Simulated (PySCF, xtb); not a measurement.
C2H8GeOSi, SMILES C[Si@H]1O[CH2][GeH2]1.

Harmonic wavenumbers (cm⁻¹) from xtb with GFN2-xTB at its own minimum, in rising order: 91, 97, 125, 205, 277, 319, 385, 485, 499, 588, 627, 659, 735, 737, 800, 814, 858, 872, 1012, 1147, 1220, 1363, 1467, 1472, 1479, 1794, 1887, 2193, 2913, 2942, 3036, 3049, 3061.

What does r2SCAN-D4/def2-SVP (PySCF) give at its own minimum? (An estimate is asked for; the answer gives what the named calculation found.)

71, 129, 152, 220, 338, 352, 394, 505, 580, 626, 649, 684, 735, 770, 809, 827, 870, 913, 1018, 1199, 1234, 1250, 1419, 1425, 1463, 2118, 2134, 2188, 3030, 3032, 3095, 3136, 3151. Paired by order, the mean absolute difference is 55 cm⁻¹ and the zero-point energies are 56.1 and 57.9 kcal/mol.
